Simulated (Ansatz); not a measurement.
A series at Ga: from gallium trichloride, ligands are replaced one by one, each step taking up H₂O and setting free HCl; n counts the steps. Ansatz, PBE0-D4/def2-TZVP geometries. Each molecule was computed in one conformer, which needn't be the lowest.

CBS adds triple-zeta CCSD(T) − MP2 to the MP2 limit, frozen cores; atoms without spin–orbit coupling. Outer-core shells of Ga are correlated without core-valence functions. Scalar relativity is left out up to krypton. Spin–orbit coupling is left out.

| n | molecule | atomization energy, CCSD(T)/CBS (kJ/mol) |
| --- | --- | --- |
| 0 | `[Cl][Ga]([Cl])[Cl]` | 1106.0 |
| 1 | `[OH][Ga]([Cl])[Cl]` | 1580.7 |
| 2 | `[OH][Ga]([OH])[Cl]` | ? |
| 3 | `[OH][Ga]([OH])[OH]` | 2522.9 |

**Question.** By hand: fit a straight line y = ȳ + b (n − n̄) to the 3 given rows and predict n = 2.

**Answer.** n̄ = 1.333, ȳ = 1736.53; Σ(n − n̄)(y − ȳ) = 2203.27, Σ(n − n̄)² = 4.667, so b = 472.10 kJ/mol a step. Prediction: 1736.53 + (472.10) × (0.667) = 2051.4 kJ/mol.

**Question.** By hand: compare with the computed value, 2053.1 kJ/mol, and give the steps along the whole series.

**Answer.** The line misses by 1.7 kJ/mol (computed minus predicted). Steps: 474.7, 472.4, 469.8 kJ/mol.

The steps differ by at most 4.9 kJ/mol, 1.0 % of a mean step, so the ligands' effects nearly add and a line is close. The miss is 0.1 % of the series' range. The energies themselves are unsure by some kJ/mol a bond, though much of that is common to the series.
